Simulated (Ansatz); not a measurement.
Basis-set extrapolation for `C=NB(C)[SiH3]` (PBE0-D4/def2-TZVP geometry, frozen core, the Gaussian-basis code of Ansatz). Multiplicity 1, RHF reference.

```
                      def2-TZVPP   def2-QZVPP
                 HF  -448.530463  -448.546695
    MP2 correlation    -0.766002    -0.816462
CCSD(T) correlation    -0.856708      not run
```

Energies in hartree. Use E(X) = E(∞) + A·exp(−7.88·√X) for Hartree–Fock and E(X) = E(∞) + B·X^(−2.97) for correlation, with X = 3 and 4, and add CCSD(T) minus MP2 of the smaller set to the MP2 limit.

What is the CCSD(T) energy at the basis-set limit?

HF limit: -448.546695 + (-0.016232) × 0.13774 = -448.54893. MP2 limit: -0.816462 + (-0.050460) × 0.74074 = -0.85384. Higher-order term: -0.856708 − (-0.766002) = -0.09071. Total: -449.49348 hartree, 66.7 kcal/mol below CCSD(T)/def2-TZVPP.
